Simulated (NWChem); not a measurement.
System: C₃H₇N; SMILES C1CNC1

Input file for NWChem:

```
start job
memory heap 200 mb stack 900 mb global 1100 mb
geometry units angstroms noautosym nocenter noautoz
  C     -0.100126     1.074182     0.000000
  C      0.079431    -0.040583     1.045203
  N     -0.220654    -1.019992     0.000000
  C      0.079431    -0.040583    -1.045203
  H      0.628001     1.896798     0.000000
  H     -1.117855     1.489042     0.000000
  H     -0.605612    -0.050091     1.910697
  H      1.118998    -0.076657     1.429849
  H      0.325402    -1.877823     0.000000
  H      1.118998    -0.076657    -1.429849
  H     -0.605612    -0.050091    -1.910697
end
basis spherical
  C library cc-pvtz
  N library cc-pvtz
  H library cc-pvtz
end
dft
  xc pbe0
  iterations 150
  semidirect filesize 400000000
end
property
  efieldgrad
end
task dft property
```

Parts of the log:

```
             Northwest Computational Chemistry Package (NWChem) 7.3.0
             --------------------------------------------------------

                             Geometry "geometry" -> ""
                             -------------------------

 Output coordinates in angstroms (scale by  1.889725989 to convert to a.u.)

  No.       Tag          Charge          X              Y              Z
 ---- ---------------- ---------- -------------- -------------- --------------
    1 C                    6.0000    -0.10012600     1.07418200     0.00000000
    2 C                    6.0000     0.07943100    -0.04058300     1.04520300
    3 N                    7.0000    -0.22065400    -1.01999200     0.00000000
    4 C                    6.0000     0.07943100    -0.04058300    -1.04520300
    5 H                    1.0000     0.62800100     1.89679800     0.00000000
    6 H                    1.0000    -1.11785500     1.48904200     0.00000000
    7 H                    1.0000    -0.60561200    -0.05009100     1.91069700
    8 H                    1.0000     1.11899800    -0.07665700     1.42984900
    9 H                    1.0000     0.32540200    -1.87782300     0.00000000
   10 H                    1.0000     1.11899800    -0.07665700    -1.42984900
   11 H                    1.0000    -0.60561200    -0.05009100    -1.91069700

 Effective nuclear repulsion energy (a.u.)     129.1569467142

                              NWChem Property Module
                              ----------------------

  itol2e modified to match energy
  convergence criterion.

                                 NWChem DFT Module
                                 -----------------

 Summary of "ao basis" -> "ao basis" (spherical)
 ------------------------------------------------------------------------------
       Tag                 Description            Shells   Functions and Types
 ---------------- ------------------------------  ------  ---------------------
 C                          cc-pvtz                 10       30   4s3p2d1f
 N                          cc-pvtz                 10       30   4s3p2d1f
 H                          cc-pvtz                  6       14   3s2p1d

  itol2e modified to match energy
  convergence criterion.

            General Information
            -------------------
          SCF calculation type: DFT
          Wavefunction type:  closed shell.
          No. of atoms     :    11
          No. of electrons :    32
           Alpha electrons :    16
            Beta electrons :    16
          Charge           :     0
          Spin multiplicity:     1
          Use of symmetry is: off; symmetry adaption is: off
          Maximum number of iterations: 150
          AO basis - number of functions:   218
                     number of shells:    82
          Convergence on energy requested:  1.00D-07
          Convergence on density requested:  1.00D-05
          Convergence on gradient requested:  5.00D-04

              XC Information
              --------------
                         PBE0 Method XC Functional
                     Hartree-Fock (Exact) Exchange  0.250
          PerdewBurkeErnzerhof Exchange Functional  0.750
            Perdew 1991 LDA Correlation Functional  1.000 local
           PerdewBurkeErnz. Correlation Functional  1.000 non-local

             Grid Information
             ----------------
          Grid used for XC integration:  fine
          Radial quadrature: Mura-Knowles
          Angular quadrature: Lebedev.
          Tag              B.-S. Rad. Rad. Pts. Rad. Cut. Ang. Pts.
          ---              ---------- --------- --------- ---------
          C                   0.70       70          10.0       590
          N                   0.65       70          10.0       590
          H                   0.35       60          11.0       590
          Grid pruning is: on
          Number of quadrature shells:   700
          Spatial weights used:  Erf1

      Superposition of Atomic Density Guess
      -------------------------------------

[...]

          -----------------------
          Electric field gradient
          -----------------------

 1 a.u. = 0.324123 10**(16) esu/cm**3  ( or statvolts/cm**2 ) = 0.97174 10**(22) v/m**2

 ------------------------------------------------------------
   Atom      X         Y         Z
 ------------------------------------------------------------
    1 C   -0.18921   2.02991   0.00000
 ------------------------------------------------------------

 Electric field gradient in molecular frame (a.u.)
         XX             YY             ZZ             XY             XZ             YZ
 ------------------------------------------------------------------------------------------
        0.067860      -0.003966      -0.063894       0.010394      -0.000000       0.000000

 Principal components (a.u.) and orientation
 of principal axis w.r.t. absolute frame                      Asymmetry parameter eta
 --------------------------------------------------------------------------------------
        0.069334      -0.063894      -0.005440                       0.843080

        0.990096       0.000000      -0.140392
        0.140392      -0.000000       0.990096
       -0.000000       1.000000       0.000000

 ------------------------------------------------------------
   Atom      X         Y         Z
 ------------------------------------------------------------
    2 C    0.15010  -0.07669   1.97515
 ------------------------------------------------------------

 Electric field gradient in molecular frame (a.u.)
         XX             YY             ZZ             XY             XZ             YZ
 ------------------------------------------------------------------------------------------
        0.108767      -0.108982       0.000215      -0.043294      -0.052308      -0.103392

 Principal components (a.u.) and orientation
 of principal axis w.r.t. absolute frame                      Asymmetry parameter eta
 --------------------------------------------------------------------------------------
       -0.185365       0.129884       0.055481                       0.401386

        0.214249       0.929931       0.298873
        0.826367      -0.009428      -0.563053
        0.520783      -0.367612       0.770484

 ------------------------------------------------------------
   Atom      X         Y         Z
 ------------------------------------------------------------
    3 N   -0.41698  -1.92751   0.00000
 ------------------------------------------------------------

 Electric field gradient in molecular frame (a.u.)
         XX             YY             ZZ             XY             XZ             YZ
 ------------------------------------------------------------------------------------------
        1.080686      -0.476519      -0.604167       0.287059      -0.000000      -0.000000

 Principal components (a.u.) and orientation
 of principal axis w.r.t. absolute frame                      Asymmetry parameter eta
 --------------------------------------------------------------------------------------
        1.131917      -0.604167      -0.527751                       0.067510

        0.984445       0.000000      -0.175695
        0.175695       0.000000       0.984445
       -0.000000       1.000000      -0.000000

 ------------------------------------------------------------
   Atom      X         Y         Z
 ------------------------------------------------------------
    4 C    0.15010  -0.07669  -1.97515
 ------------------------------------------------------------

 Electric field gradient in molecular frame (a.u.)
         XX             YY             ZZ             XY             XZ             YZ
 ------------------------------------------------------------------------------------------
        0.108767      -0.108982       0.000215      -0.043294       0.052308       0.103392

 Principal components (a.u.) and orientation
 of principal axis w.r.t. absolute frame                      Asymmetry parameter eta
 --------------------------------------------------------------------------------------
       -0.185365       0.129884       0.055481                       0.401386

        0.214249       0.929931      -0.298873
        0.826367      -0.009428       0.563053
       -0.520783       0.367612       0.770484

 ------------------------------------------------------------
   Atom      X         Y         Z
 ------------------------------------------------------------
    5 H    1.18675   3.58443   0.00000
 ------------------------------------------------------------

 Electric field gradient in molecular frame (a.u.)
         XX             YY             ZZ             XY             XZ             YZ
 ------------------------------------------------------------------------------------------
       -0.046091      -0.093064       0.139155      -0.207701       0.000000       0.000000

 Principal components (a.u.) and orientation
 of principal axis w.r.t. absolute frame                      Asymmetry parameter eta
 --------------------------------------------------------------------------------------
       -0.278602       0.139447       0.139155                       0.001049

        0.666197       0.745776       0.000000
        0.745776      -0.666197      -0.000000
       -0.000000      -0.000000       1.000000

 ------------------------------------------------------------
   Atom      X         Y         Z
 ------------------------------------------------------------
    6 H   -2.11244   2.81388   0.00000
 ------------------------------------------------------------

 Electric field gradient in molecular frame (a.u.)
         XX             YY             ZZ             XY             XZ             YZ
 ------------------------------------------------------------------------------------------
       -0.218420       0.079555       0.138864       0.145168       0.000000       0.000000

[...]
```

Level: PBE0/cc-pVTZ. Geometry: optimised at PBE0/def2-SVP. NWChem prints the field gradient with the sign opposite to the second derivative of the potential.
